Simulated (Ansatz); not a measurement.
Species: C6H11S (charge 0, doublet). It need not be the lowest isomer of its formula. 
Geometry from a B3LYP-D3(BJ)/def2-TZVP (Ansatz, an electronic-structure program) optimisation:
```xyz
18

C     -0.1235    -1.8157     0.0531
C      0.9509    -1.2678    -0.9249
C      1.7277    -0.1390    -0.3393
C      1.1992     1.2292    -0.2917
S     -0.2750     1.3685     0.8514
C     -1.4671     0.4242    -0.1508
C     -1.4791    -1.0979     0.0271
H      0.2887    -1.7743     1.0628
H     -0.2985    -2.8720    -0.1662
H      0.4728    -0.9680    -1.8639
H      1.6368    -2.0827    -1.1682
H      2.5074    -0.3962     0.3694
H      1.9224     1.9424     0.1004
H      0.8474     1.5845    -1.2630
H     -2.4496     0.8249     0.1015
H     -1.2802     0.6913    -1.1925
H     -2.0836    -1.5019    -0.7926
H     -2.0121    -1.3426     0.9488
```
Charge 0, spin multiplicity 2.

Wanted: atomisation energy (electronic, to ground-state atoms), in eV. Cores are frozen in the correlated levels unless marked. UHF or UKS for open shells. No spin-orbit coupling. Non-relativistic. The coupled-cluster limit lacks core correlation, which all-electron functionals hold. CBS(X,Y): correlation extrapolated as X^-3; Hartree-Fock from the larger set. The bracket is a focal-point correction in the basis named.

| level | program | atomisation energy (eV) |
|---|---|---|
| BHLYP/def2-TZVPD | Ansatz | 71.96 |
| r2SCAN0/def2-TZVPD | Ansatz | 73.85 |

Predict the RI-MP2/CBS(cc-pV(T+d)Z,cc-pV(Q+d)Z)+[CCSD(T)-MP2]/cc-pV(T+d)Z result (Ansatz).

74.24 eV
